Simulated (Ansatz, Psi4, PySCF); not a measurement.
BeCl₂, charge -1, doublet, geometry from GFN2-xTB (such geometries of metal compounds can be far from the true shape) (a state made from the parent by changing its charge; the spin is typed, not shown lowest). Base run: HF/def2-SVP (PySCF).

Here is a job for PySCF.
```python
from pyscf import gto, scf

mol = gto.Mole()
mol.atom = '''
    Be    0.63523935   -0.52375334    0.52873359
    Cl    1.12177449    0.35563755   -1.20848181
    Cl   -1.27124257   -0.23240147    1.08407390
'''
mol.basis = 'def2-svp'
mol.charge = -1
mol.spin = 1
mol.verbose = 4
mol.build()

mf = scf.UHF(mol)
mf.kernel()
```

The same geometry, method and basis name were run in Ansatz (a first-principles code) and Psi4 and PySCF, at each program's defaults and at the settings that a row names. The base is PySCF at its defaults. Differences at the defaults can come from grids, fitting, cores and function types together.

| code and settings | ΔE vs base (mEh) | basis functions | E (Eh) | SCF cycles |
|---|---|---|---|---|
| PySCF, defaults (exact integrals, spherical functions) | 0.000 | 45 | -933.47276 | 10 |
| Psi4, defaults (density fitting with its default set, spherical functions) | 0.089 | 45 | -933.47267 | 8 |
| Ansatz, defaults (factorised integrals, spherical functions) | 0.006 | 45 | -933.47276 | - |
| PySCF, density fitting with def2-universal-jkfit | 0.089 | 45 | -933.47267 | 10 |
| Psi4, exact integrals, spherical functions | 0.000 | 45 | -933.47276 | 11 |
| Ansatz, high accuracy | 0.000 | 45 | -933.47276 | - |

Open shells are given as the SCF converged; they aren't shown to be the lowest states, and a large step between rows can be another state.
